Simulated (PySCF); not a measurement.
# Ionising CsPb

UHF-MP2; Cs def2-SVP with ECP46, Pb def2-SVP with ECP60; scalar-relativistic core potentials (PySCF 2.14). Neutral (UHF): quartet (σ ↑, π ↑↑), Re = 3.683 Å, ωe = 76.3 cm⁻¹, De = 1.22 eV.

CsPb⁺ (UHF): triplet (σ ↑, π ↑), Re = 4.417 Å, ωe = 32.9 cm⁻¹. The energies at the minima are -211.82710 hartree for CsPb and -211.65385 for CsPb⁺.

**Question.** Work out the adiabatic ionisation energy, without and with harmonic zero-point energies (1 hartree = 27.2114 eV, 1 eV = 8065.5 cm⁻¹), and the change of the bond length.

**Answer.** At UHF-MP2: 0.17325 hartree = 4.714 eV between the minima; the zero-point term (32.9 − 76.3)/2 cm⁻¹ = -0.003 eV makes it 4.712 eV. Re changes by +73.4 pm against the neutral. The electron leaves a π orbital, and the ion is left as a loose complex of an ion and an atom.

Correlated steps freeze 4 core orbitals. Correlated levels converge slowly with the basis: in double zeta they bind strong bonds too weakly, by up to about 1 eV, and carry superposition errors of some tenths. These are scalar-relativistic numbers at best; spin–orbit coupling would shift them, the dissociation energy most. States were picked by a PBE0 search and need not be the measured ground states.
